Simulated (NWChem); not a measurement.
C3HBrF2; SMILES C(=CF)=C(F)Br

All runs: NWChem. Pople sets run with spherical d functions. Structure relaxed at the PBE-D3(BJ)/def2-SVP level. Level: PBE/6-31G* with SMD (1 M gas to 1 M solution), gas-phase geometry.

Task: Order these by “cavity-dispersion-structure term (kcal/mol)”, lowest first: 2-propanol; dimethyl sulfoxide; dichloromethane; water.

Result: dichloromethane (-1.2), 2-propanol (-0.1), dimethyl sulfoxide (1.3), water (3.7)
